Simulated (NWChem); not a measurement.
KOH; SMILES [OH][K]

```xyz
3

K     -0.1028    -0.7854     0.0000
O      0.2182     1.3730     0.0000
H      0.3592     2.3220     0.0000
```
Atoms are numbered in this order, from 1.

Results from NWChem. The geometry was optimised at PBE0/def2-SVP. GIAO values for the isolated, static molecule; σ is the absolute isotropic shielding.

```csv
level,basis functions,σ K1 (ppm),σ O2 (ppm),σ H3 (ppm),relative time
PBE0/pcSseg-0,33,1273.7,328.0,33.61,1
PBE0/pcSseg-1,60,1266.5,317.5,33.27,2
PBE0/pcSseg-2,100,1266.3,294.0,33.28,9
PBE0/pcSseg-3,174,1265.6,290.2,33.63,40
```

The last column is a rough cost ratio, cheapest run = 1.
